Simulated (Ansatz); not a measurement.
Relaxation of BH9Si3 (13 atoms, charge 0, multiplicity 1), to a largest force component of 0.02 eV/Å in at most 50 steps.

These are results of UKS r2SCANh-D4/STO-3G in Ansatz, not measurements.

```xyz
13
Properties=species:S:1:pos:R:3
B -1.966 -0.870 -0.708
Si -0.189 -1.460 -0.614
Si 0.883 -0.250 0.895
Si 0.946 1.907 0.300
H -2.429 -0.400 -1.755
H -2.704 -0.834 0.237
H 0.492 -1.299 -1.918
H -1.395 -1.883 -0.584
H 0.270 -0.389 2.260
H 2.312 -0.712 1.012
H -0.535 2.346 0.237
H 1.537 2.052 -0.992
H 1.541 2.729 1.287
```

Problem. Where does it end, and by what steps?

Solution. The forces met the threshold. The force dipped under the threshold on the way, but the program's further checks kept it going. Limits of this set-up: minimal basis. After 30 steps the energy has fallen by 4.546 eV; H8 moved furthest, 1.46 Å. Parted: B1–H8.

```csv
step,energy less start (eV),largest force component (eV/Å),accepted
0,0.0000,7.867,yes
2,-3.2436,1.523,yes
4,-3.6910,0.596,yes
6,-3.8514,0.335,yes
8,-3.9619,0.682,yes
10,-4.1948,0.556,yes
12,-4.4207,0.136,yes
14,-4.4812,0.066,yes
16,-4.4880,0.630,no
18,-4.5052,0.185,yes
20,-4.5212,0.359,yes
22,-4.5440,0.056,yes
24,-4.5455,0.014,yes
26,-4.5453,0.086,no
28,-4.5460,0.036,yes
30,-4.5461,0.001,yes
```

```xyz
13
Properties=species:S:1:pos:R:3
B -2.186 -0.753 -0.771
Si -0.363 -1.415 -0.665
Si 0.743 -0.178 0.866
Si 0.951 1.986 0.295
H -2.471 0.145 -1.468
H -3.038 -1.184 -0.093
H 0.326 -1.297 -1.929
H -0.306 -2.802 -0.266
H 0.061 -0.273 2.135
H 2.054 -0.751 1.067
H -0.342 2.606 0.141
H 1.657 2.130 -0.955
H 1.677 2.724 1.300
```

Whether the end is a true minimum wasn't checked by a vibrational analysis.

The run took 3.4 min on 1 thread of Arm Neoverse V2, with other jobs on the host, peak memory 0.22 GiB.
